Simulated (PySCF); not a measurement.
Compound: C₅H₉FO₂.
Geometry (GFN2-xTB, Å), atoms numbered from 1 in this order:
```
atom  x, y, z in Å
F1     2.563   -1.765   -0.127
C2     2.433   -0.410   -0.322
C3     1.386    0.164    0.618
C4    -0.012   -0.340    0.267
O5    -0.956    0.105    1.222
C6    -2.109    0.556    0.535
C7    -1.820    0.213   -0.934
O8    -0.413    0.166   -0.978
H9     2.141   -0.267   -1.366
H10    3.419    0.027   -0.134
H11    1.392    1.251    0.539
H12    1.600   -0.124    1.647
H13   -0.020   -1.449    0.250
H14   -2.992    0.044    0.925
H15   -2.213    1.637    0.685
H16   -2.161    0.969   -1.639
H17   -2.246   -0.765   -1.198
```

Method used: TDDFT CAM-B3LYP/def2-SVPD, vertical, gas phase, core orbitals frozen in the response (PySCF 2.14.0, density-fitted response routines).

Ground-to-excited transition dipoles (e·a0, same axes as the geometry; the sign carries no meaning), for the states with f of 0.002 or more among the lowest 7:

```
state  E (eV)      μx      μy      μz
   S1   7.305   0.077   0.240  -0.031
   S2   7.761  -0.107  -0.123   0.040
   S3   8.062   0.287   0.260   0.094
   S4   8.108   0.037   0.140   0.068
   S5   8.258  -0.132  -0.094   0.041
   S6   8.549  -0.026  -0.062   0.116
   S7   8.581  -0.230  -0.198  -0.011
```

What oscillator strength does each state have?

f = (2/3) ΔE |μ|² with ΔE in hartree (27.2114 eV).

```json
{"state": "S1", "|μ|² (au)": "0.065", "|μ| (D)": "0.65", "f": "0.012"}
{"state": "S2", "|μ|² (au)": "0.028", "|μ| (D)": "0.43", "f": "0.005"}
{"state": "S3", "|μ|² (au)": "0.158", "|μ| (D)": "1.01", "f": "0.031"}
{"state": "S4", "|μ|² (au)": "0.026", "|μ| (D)": "0.41", "f": "0.005"}
{"state": "S5", "|μ|² (au)": "0.028", "|μ| (D)": "0.43", "f": "0.006"}
{"state": "S6", "|μ|² (au)": "0.018", "|μ| (D)": "0.34", "f": "0.004"}
{"state": "S7", "|μ|² (au)": "0.092", "|μ| (D)": "0.77", "f": "0.019"}
```

Which bond between heavy atoms lies closest to the direction of the S3 transition dipole?

C3–C4, at 22° from it; next C7–O8 at 46°.

What angle do the transition dipoles of S1 and S7 make?

|cos θ| = |μa·μb| / (|μa| |μb|) = 0.84, so θ ≈ 33° (taken between 0 and 90°, since the signs are arbitrary).

How is the summed strength of these states shared among x, y and z?

(2/3) Σ ΔE μα² gives 0.035 for x, 0.041 for y and 0.006 for z, 0.082 in all.

Hardware: an Arm Neoverse N1 with one thread, no GPU, shared host with 64 logical CPUs at a one-minute load of 54. Cost: 1.8 min wall, 1.1 GiB resident at most.

One conformer stands for the species.

Without π bonds the low states may be Rydberg-like; a valence basis with one diffuse set may place them up to an eV too high.
